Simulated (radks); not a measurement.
Results of a calculation; reference values are marked as such.
Question: Species: Tm II. Configuration: [Xe] 4f13 6p1 (not the ground configuration). Code: a radial shooting solver on a logarithmic mesh with Libxc functionals. Model: Dirac Kohn-Sham, PBE, spin-unpolarised, spherical densities, point nucleus; open shells are shared between the two j in proportion to 2j + 1. Some entries of the table are withheld. Estimate them.

orbital,occ.,eigenvalue (eV),<r> (bohr),<r^2> (bohr^2)
1s1/2,2,-59227.48,(1),0.0005483
2s1/2,2,-9993.240,0.08429,0.008455
2p1/2,2,-9524.522,0.07008,0.006089
2p3/2,4,-8544.254,0.07747,0.007305
3s1/2,2,-2252.046,0.2205,0.05570
3p1/2,2,-2046.016,0.2103,0.05147
3p3/2,4,-1839.017,0.2241,0.05827
3d3/2,4,-1487.964,0.1973,0.04577
3d5/2,6,-1442.731,0.2016,0.04765
4s1/2,2,-450.0868,0.4977,0.2800
4p1/2,2,(2),0.5062,0.2920
4p3/2,4,(3),0.5381,0.3297
4d3/2,4,-184.4267,0.5652,0.3713
4d5/2,6,-175.9323,0.5766,0.3863
5s1/2,2,-61.4846,1.231,(4)
5p1/2,2,-39.1697,1.389,2.199
5p3/2,4,-33.4360,1.502,2.572
4f5/2,5.57143,-11.8437,0.7921,0.8616
4f7/2,7.42857,-10.6459,0.8134,0.9193
6s1/2,0,-9.9963,3.557,14.27
5d3/2,0,-7.8336,2.652,8.564
5d5/2,0,-7.5266,2.746,9.180
6p1/2,0.333333,-6.5838,4.453,22.33
6p3/2,0.666667,-6.1346,4.719,25.01

Answer: 
(1) 1s1/2 <r> (bohr): 0.02001
(2) 4p1/2 eigenvalue (eV): -367.2656
(3) 4p3/2 eigenvalue (eV): -320.5589
(4) 5s1/2 <r^2> (bohr^2): 1.708
